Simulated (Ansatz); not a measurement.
Redistribution: C2H7BO2 + C3H9BO → CH5BO3 + C4H11B

Gas-phase species: C2H7BO2 `COB(C)O`, singlet; C3H9BO `CC(C)BO`, singlet; CH5BO3 `COB(O)O`, singlet; C4H11B `CBC(C)C`, singlet. The partners trade CH3 for OH; both sit on B, so the bond types are kept.

Shapes, held fixed at every level: PBE0-D4/def2-TZVP. Flexible molecules stand in one conformer, not always the lowest. Programs: Ansatz 0.2.0. The zero-point and thermal change to 298 K, harmonic and unscaled (PBE0-D4/def2-TZVP), is -3.3 kJ/mol.

Problem. Estimate ΔH(298 K) of this reaction.

Solution. The highest level, CCSD(T)/CBS estimate, gives ΔH(298 K) = +16.6 kJ/mol; the levels span +11.6 to +22.4. The column of differences is taken from that level and isn't an error. No measured value is set beside it here. The CBS estimate extrapolates MP2 from def2-TZVPP and def2-QZVPP and adds CCSD(T) − MP2 in the triple-zeta set, cores frozen.

```tsv
level	kind	ΔH(298 K) (kJ/mol)	less CCSD(T)/CBS estimate
B3LYP-D4/def2-TZVPP	global hybrid	+17.1	+0.5
BHLYP-D4/def2-TZVPP	global hybrid	+11.6	-5.0
wB97M-V/def2-TZVPP	range-separated hybrid	+16.9	+0.3
MP2/def2-SVP	perturbation theory	+22.4	+5.8
CCSD/def2-SVP	coupled cluster or CI	+20.7	+4.1
CCSD(T)/def2-TZVPP	coupled cluster or CI	+18.1	+1.5
CCSD/def2-TZVPP	coupled cluster or CI	+15.4	-1.2
CCSD(T)/CBS estimate	coupled cluster or CI	+16.6	0.0
```
